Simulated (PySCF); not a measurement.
How methods differ on the interval between two levels of Fe⁺

Fe⁺ [Ar] 3d6 4s1 [6D9/2, M_J = 9/2] → Fe⁺ [Ar] 3d5 4s2 [6S5/2, M_J = 5/2], as a difference of total energies. Computed with PySCF 2.14 in x2c-TZVPall-2c with one added diffuse shell each of s, p, d type (7s8p5d1f, 63 functions), with the two-component X2C-1e Hamiltonian. Correlated levels: [Ne] frozen; the 6 highest virtual spinors dropped. "Screened" scales the spin-orbit matrix elements by Boettger's factors to mimic the two-electron term; Breit and QED terms are absent.

```tsv
method	interval between two levels (cm⁻¹)	error (cm⁻¹)
GHF (spin-free)	16412	-6906
GMP2 (spin-free)	22415	-903
GHF (screened spin-orbit)	16808	-6509
GMP2 (screened spin-orbit)	22828	-489
```

Reference: 23318 cm⁻¹ (measured; NIST Handbook of Basic Atomic Spectroscopic Data (Sansonetti and Martin, J. Phys. Chem. Ref. Data 34, 1559 (2005))).

Errors of the correlated levels include the incompleteness of this basis and the frozen core.

The labels give the starting determinants; with spin-orbit coupling the two ends relaxed to ⟨J²⟩ = 24.76, ⟨L²⟩ = 6.01, ⟨S²⟩ = 8.75 and ⟨J²⟩ = 8.76, ⟨L²⟩ = 0.00, ⟨S²⟩ = 8.75.
